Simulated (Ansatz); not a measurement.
Predict a relaxed structure of the cluster B₆⁺ (the lowest doublet isomer of a short search), charge 1, doublet, at r2SCAN-D4/def2-SVP (Ansatz).


```xyz
6

B     0.181    0.509    0.814
B    -1.430   -0.177    0.090
B    -1.305    0.568    1.478
B     1.323   -0.645   -1.429
B    -0.166   -0.572   -0.775
B     1.397    0.316   -0.178
```
 This is one stationary point.

The charge 1 doublet is spin-contaminated (final ⟨S²⟩ up to 0.95, 0.75 for a pure state). The structure comes from a short search, and lower isomers may exist.
